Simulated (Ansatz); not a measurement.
The same path of AlCl₂H₃OS (8 atoms, charge 0, multiplicity 1) was run twice with different band settings. Lost on the way: S6–H8. Made: O2–H8.

Theory: RKS PBE-D4/6-31G* in Ansatz 0.2.0.

Relaxed end points:

```xyz
8
Properties=species:S:1:pos:R:3
Al -0.007 0.145 0.247
O -0.104 -0.355 1.906
H -0.401 -1.264 2.094
Cl 1.654 -0.485 -0.934
Cl -1.809 0.538 -0.824
S 0.705 2.444 0.839
H 1.682 2.033 1.692
H -0.206 2.576 1.841
```

```xyz
8
Properties=species:S:1:pos:R:3
Al 0.219 0.624 0.130
O -0.181 -0.140 1.938
H -1.101 -0.491 1.960
Cl 1.838 -0.539 -0.595
Cl -1.719 0.287 -0.710
S 0.630 2.711 0.787
H 1.980 2.539 0.808
H -0.151 0.640 2.543
```

Common settings: movable images 7; climbing image yes; spring 5.0 eV/Å²; start path through a guess of the saddle point; force threshold 0.05 eV/Å; iteration limit 60; end points relaxed.

| run | optimiser | largest step |
| --- | --- | --- |
| 1 | quadratic models (default) | default |
| 2 | lbfgs | 0.5 Å |

What does each run give, and how far can it be trusted?

Run 1: converged after 13 iterations, highest image 0.214 eV above the first end. A vibrational analysis at the climbing image gives one clearly imaginary mode, 659i cm⁻¹: a first-order saddle point.
Run 2: converged after 51 iterations, highest image 0.215 eV above the first end. Another band between the same ends (7 images) ends at a top of the same energy, where a vibrational analysis finds 1 clearly imaginary mode.
The orbitals stay closed-shell, which can raise the energy where a bond breaks towards radicals; this wasn't checked here.
